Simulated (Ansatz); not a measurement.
Hg5H18Se5. Charge 0, multiplicity 1. Geometry r2SCAN-D4/def2-SVP; atoms count from 1.

Cartesian coordinates in Å:
```
Se 1.967 2.637 -2.008
Hg 0.346 4.208 0.766
Se -0.584 0.948 0.015
Hg -2.693 2.685 2.147
Se -2.201 -0.751 2.899
Hg 4.404 0.923 -4.047
Se 1.975 -1.126 -2.630
Hg -1.267 -0.828 -1.633
Se -0.707 -3.338 0.606
Hg -2.194 -4.338 3.574
H 0.800 2.629 -2.903
H 2.707 3.514 -2.939
H 1.715 3.820 1.612
H -1.023 4.651 -0.068
H 0.481 0.136 0.627
H -1.410 3.187 3.075
H -4.008 2.234 1.243
H -3.089 -1.237 3.975
H -3.298 -0.801 1.920
H 5.364 0.701 -2.713
H 3.501 1.165 -5.415
H 2.620 -0.832 -1.342
H 2.263 -2.567 -2.495
H -1.862 -1.859 -2.754
H 0.396 -2.818 1.426
H 0.206 -4.229 -0.135
H -3.676 -4.512 2.855
H -0.733 -4.200 4.345
```

In the def2 sets Hg takes a core potential; there is no spin–orbit coupling. Single mean-field runs in def2-TZVP are fitted with def2-universal-jkfit. In the singlet geometry the species has come apart into loosely held pieces.

Estimate the Mulliken populations from the PBE0/def2-TZVP orbitals of Ansatz.


```
atom  charge (e)  d electrons
 Se1       -0.27            –
 Hg2        0.17         9.85
 Se3       -0.49            –
 Hg4        0.19         9.85
 Se5       -0.28            –
 Hg6        0.17         9.85
 Se7       -0.26            –
 Hg8        0.39         9.86
 Se9       -0.26            –
Hg10        0.17         9.85
 H11        0.16            –
 H12        0.15            –
 H13       -0.11            –
 H14       -0.11            –
 H15        0.13            –
 H16       -0.10            –
 H17       -0.12            –
 H18        0.15            –
 H19        0.17            –
 H20       -0.11            –
 H21       -0.11            –
 H22        0.17            –
 H23        0.15            –
 H24       -0.05            –
 H25        0.17            –
 H26        0.15            –
 H27       -0.11            –
 H28       -0.11            –
```
Mulliken values depend strongly on the basis.

And the Mayer bond orders between heavy atoms (over 0.3)?

Se3–Hg8 0.75 (2.52 Å).
